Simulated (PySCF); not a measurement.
silole (C₄H₆Si), SMILES C1=C[SiH2]C=C1.

Coordinates come from a r2SCAN-D4/def2-SVP optimisation.

Two levels are set side by side: TDDFT-PBE/def2-SVPD (PySCF) and TDDFT-PBE0/def2-SVPD (PySCF). Vertical, same geometry. The lowest singlet is HOMO→LUMO 98 % with PBE and HOMO→LUMO 99 % with the other functional; states are paired by order. Differences are taken from unrounded values.

```tsv
quantity	TDDFT-PBE0
lowest singlet excitation (eV)	4.37
lowest triplet excitation (TDA) (eV)	2.58
first bright state (f over 0.05) (eV)	4.37
its oscillator strength	0.06
```

**Question.** What does TDDFT-PBE give, and how far is it from TDDFT-PBE0? (The exact figures need the calculation; the answer reports its results.)

**Answer.** 
| quantity | TDDFT-PBE | TDDFT-PBE minus TDDFT-PBE0 |
|---|---|---|
| lowest singlet excitation (eV) | 4.20 | -0.17 |
| lowest triplet excitation (TDA) (eV) | 2.65 | 0.08 |
| first bright state (f over 0.05) (eV) | 4.20 | -0.17 |
| its oscillator strength | 0.05 | 0.00 |

A lower first singlet is the usual sign of a functional without exact exchange. Differences between two approximate levels are no errors against the true value.

Rough cost on one machine, each run with all the roots and properties that it gave: TDDFT-PBE0 against TDDFT-PBE about 3 times.
